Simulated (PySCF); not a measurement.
Sn(F)(SiH3), H3FSiSn, SMILES [F][Sn][SiH3], PBE0/def2-SVP optimised geometry.

```
6

Sn    -0.29    -1.64     0.00
F      1.68    -1.64     0.00
Si    -0.30     1.04     0.00
H      0.42     1.56    -1.21
H      0.42     1.56     1.21
H     -1.68     1.64     0.00
```

Density from PBE0/def2-TZVP, def2 effective core potentials past Kr in PySCF at that geometry. The core electrons that the potentials of Sn replace are not part of the density.

Minimum of the electron density along straight lines between bonded atoms, close to the bond critical point (lines longer than 1.1 times the sum of covalent radii, or with two minima, are not listed):

```
bond     length / Å  ρ at the minimum / e bohr⁻³  ∇²ρ there / e bohr⁻⁵  position (fraction from the first atom)
-------  ----------  ---------------------------  --------------------  ---------------------------------------
Sn1–F2        1.966                        0.109                   ___                                     0.52
Sn1–Si3       2.688                          ___                   ___                                     0.50
Si3–H4        1.500                        0.115                  0.15                                     0.49
Si3–H5        1.500                        0.115                  0.15                                     0.49
Si3–H6        1.501                        0.115                  0.15                                     0.49
```

Question: Fill in the missing entries.

Answer: 
- Sn1–F2, ∇²ρ there / e bohr⁻⁵: 0.53
- Sn1–Si3, ρ at the minimum / e bohr⁻³: 0.066
- Sn1–Si3, ∇²ρ there / e bohr⁻⁵: -0.04
